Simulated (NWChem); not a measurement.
## Atomisation of tin monoxide (OSn)

```xyz
2

Sn     0.0000     0.0000     0.2536
O      0.0000     0.0000    -1.5848
```
Charge 0, spin multiplicity 1.

The numbers come from NWChem runs, not from measurements. The geometry was optimised at PBE0/def2-SVP with def2 effective core potentials on Sn, a minimum by its harmonic frequencies.

Basis set: def2-TZVP. The atomisation energy is electronic alone: no zero-point, thermal, spin-orbit or counterpoise terms. No value is extrapolated to the basis-set limit. Free atoms are single determinants with multiplicities Sn 3, O 3. Correlated methods freeze the same cores in atoms and molecule, 5 orbitals in all.

Effective core potentials replace the inner electrons of Sn; spin-orbit coupling is left out. No SCF solution was tested for a lower state. Open-shell Hartree-Fock references start from PBE0 orbitals.

Problem. One of these methods gave an atomisation energy of 140.6 kcal/mol. Which?
A) PBE0
B) MP2
C) r2SCAN
D) HF

Solution. B, MP2. The others give 122.9 (PBE0), 130.4 (r2SCAN), 38.7 (HF).
